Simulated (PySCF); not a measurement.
1,1,1-trifluoroethane (C2H3F3), SMILES CC(F)(F)F.

Geometry optimised at B3LYP-D3(BJ)/def2-SVP.

These are PBE/def2-TZVP in PySCF values and carry that method's errors.

Symmetry labels are those of the subgroup Cs that the program uses (full group C3v).

Computed valence orbital energies around the gap with their symmetry:
| orbital | symmetry | energy (eV) |
|---|---|---|
| HOMO−7 | A' | -11.10 |
| HOMO−6 | A" | -11.10 |
| HOMO−5 | A" | -10.75 |
| HOMO−4 | A' | -10.75 |
| HOMO−3 | A" | -9.62 |
| HOMO−2 | A' | -9.62 |
| HOMO−1 | A" | -9.43 |
| HOMO | A' | -9.09 |
| LUMO | A' | 0.61 |
| LUMO+1 | A' | 1.70 |
| LUMO+2 | A" | 1.70 |
| LUMO+3 | A' | 2.67 |
